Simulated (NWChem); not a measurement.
The numbers come from NWChem runs, not from measurements. System: Cl₃Sb, charge 0, spin multiplicity 1, displaced from the optimised geometry. The structure started from a generated list of species.

Input file:

```
start mol
memory heap 200 mb stack 900 mb global 1100 mb
geometry units angstroms nocenter noautoz
  Sb     0.002154     0.586516     0.000000
  Cl    -1.069403    -0.582596     1.848542
  Cl    -1.069403    -0.582596    -1.848542
  Cl     2.132346    -0.594355     0.000000
  symmetry group Cs
end
basis spherical
  * library def2-svp
end
ecp
  Sb library def2-ecp
end
dft
  xc becke88 perdew86
  semidirect memsize 60000000 filesize 0
  iterations 100
  convergence nodiis damp 40
end
task dft gradient
```

The output up to the point where the run's verdict is printed (cleaned and shortened):

```
             Northwest Computational Chemistry Package (NWChem) 7.3.0
             --------------------------------------------------------

                                NWChem Input Module
                                -------------------

 Scaling coordinates for geometry "geometry" by  1.889725989
 (inverse scale =  0.529177249)

 Turning off AUTOSYM since
 SYMMETRY directive was detected!

                             Geometry "geometry" -> ""
                             -------------------------

 Output coordinates in angstroms (scale by  1.889725989 to convert to a.u.)

  No.       Tag          Charge          X              Y              Z
 ---- ---------------- ---------- -------------- -------------- --------------
    1 Sb                  51.0000     0.00215400     0.58651600     0.00000000
    2 Cl                  17.0000    -1.06940300    -0.58259600     1.84854200
    3 Cl                  17.0000    -1.06940300    -0.58259600    -1.84854200
    4 Cl                  17.0000     2.13234600    -0.59435500     0.00000000

 Effective nuclear repulsion energy (a.u.)     689.2092138345

            Nuclear Dipole moment (a.u.)
            ----------------------------
        X                 Y               Z
 ---------------- ---------------- ----------------
     0.0000642507     0.0000321253     0.0000000000

      Symmetry information
      --------------------

 Group name             Cs
 Group number              2
 Group order               2
 No. of unique centers     3

      Symmetry unique atoms

     1    2    4


 Summary of "ao basis" -> "" (spherical)
 ------------------------------------------------------------------------------
       Tag                 Description            Shells   Functions and Types
 ---------------- ------------------------------  ------  ---------------------
 *                          def2-svp                  on all atoms

 Summary of "ao basis" -> "ao basis" (spherical)
 ------------------------------------------------------------------------------
       Tag                 Description            Shells   Functions and Types
[...]
 d= 0,ls=0.5         52  -1176.6969938672  1.57D+01  6.65D-01               4.6
 d= 0,ls=0.5         53  -1192.3666207796 -1.57D+01  6.65D-01               4.7
 d= 0,ls=0.5         54  -1176.6969938671  1.57D+01  6.65D-01               4.8
 d= 0,ls=0.5         55  -1192.3666207796 -1.57D+01  6.65D-01               4.9
 d= 0,ls=0.5         56  -1176.6969938671  1.57D+01  6.65D-01               5.0
 d= 0,ls=0.5         57  -1192.3666207796 -1.57D+01  6.65D-01               5.1
 d= 0,ls=0.5         58  -1176.6969938671  1.57D+01  6.65D-01               5.1
 d= 0,ls=0.5         59  -1192.3666207796 -1.57D+01  6.65D-01               5.2
 d= 0,ls=0.5         60  -1176.6969938671  1.57D+01  6.65D-01               5.3
 d= 0,ls=0.5         61  -1192.3666207796 -1.57D+01  6.65D-01               5.4
 d= 0,ls=0.5         62  -1176.6969938671  1.57D+01  6.65D-01               5.5
 d= 0,ls=0.5         63  -1192.3666207796 -1.57D+01  6.65D-01               5.5
 d= 0,ls=0.5         64  -1176.6969938671  1.57D+01  6.65D-01               5.6
 d= 0,ls=0.5         65  -1192.3666207796 -1.57D+01  6.65D-01               5.7
 d= 0,ls=0.5         66  -1176.6969938671  1.57D+01  6.65D-01               5.8
 d= 0,ls=0.5         67  -1192.3666207796 -1.57D+01  6.65D-01               5.9
 d= 0,ls=0.5         68  -1176.6969938671  1.57D+01  6.65D-01               5.9
 d= 0,ls=0.5         69  -1192.3666207796 -1.57D+01  6.65D-01               6.0
 d= 0,ls=0.5         70  -1176.6969938671  1.57D+01  6.65D-01               6.1
 d= 0,ls=0.5         71  -1192.3666207796 -1.57D+01  6.65D-01               6.2
 d= 0,ls=0.5         72  -1176.6969938671  1.57D+01  6.65D-01               6.3
 d= 0,ls=0.5         73  -1192.3666207796 -1.57D+01  6.65D-01               6.3
 d= 0,ls=0.5         74  -1176.6969938671  1.57D+01  6.65D-01               6.4
 d= 0,ls=0.5         75  -1192.3666207796 -1.57D+01  6.65D-01               6.5
 d= 0,ls=0.5         76  -1176.6969938671  1.57D+01  6.65D-01               6.6
 d= 0,ls=0.5         77  -1192.3666207796 -1.57D+01  6.65D-01               6.7
 d= 0,ls=0.5         78  -1176.6969938671  1.57D+01  6.65D-01               6.8
 d= 0,ls=0.5         79  -1192.3666207796 -1.57D+01  6.65D-01               6.8
 d= 0,ls=0.5         80  -1176.6969938671  1.57D+01  6.65D-01               6.9
 d= 0,ls=0.5         81  -1192.3666207796 -1.57D+01  6.65D-01               7.0
 d= 0,ls=0.5         82  -1176.6969938671  1.57D+01  6.65D-01               7.1
 d= 0,ls=0.5         83  -1192.3666207796 -1.57D+01  6.65D-01               7.2
 d= 0,ls=0.5         84  -1176.6969938671  1.57D+01  6.65D-01               7.2
 d= 0,ls=0.5         85  -1192.3666207796 -1.57D+01  6.65D-01               7.3
 d= 0,ls=0.5         86  -1176.6969938671  1.57D+01  6.65D-01               7.4
 d= 0,ls=0.5         87  -1192.3666207796 -1.57D+01  6.65D-01               7.5
 d= 0,ls=0.5         88  -1176.6969938671  1.57D+01  6.65D-01               7.6
 d= 0,ls=0.5         89  -1192.3666207796 -1.57D+01  6.65D-01               7.6
 d= 0,ls=0.5         90  -1176.6969938671  1.57D+01  6.65D-01               7.7
 d= 0,ls=0.5         91  -1192.3666207796 -1.57D+01  6.65D-01               7.8
 d= 0,ls=0.5         92  -1176.6969938671  1.57D+01  6.65D-01               7.9
 d= 0,ls=0.5         93  -1192.3666207796 -1.57D+01  6.65D-01               8.0
 d= 0,ls=0.5         94  -1176.6969938671  1.57D+01  6.65D-01               8.0
 d= 0,ls=0.5         95  -1192.3666207796 -1.57D+01  6.65D-01               8.1
 d= 0,ls=0.5         96  -1176.6969938671  1.57D+01  6.65D-01               8.2
 d= 0,ls=0.5         97  -1192.3666207796 -1.57D+01  6.65D-01               8.3
 d= 0,ls=0.5         98  -1176.6969938671  1.57D+01  6.65D-01               8.4
 d= 0,ls=0.5         99  -1192.3666207796 -1.57D+01  6.65D-01               8.4
 d= 0,ls=0.5        100  -1176.6969938671  1.57D+01  6.65D-01               8.5
```

The run did not converge; its last values are not results. The next line reads: Calculation failed to converge. NWChem stopped with the message: dft gradient failed.
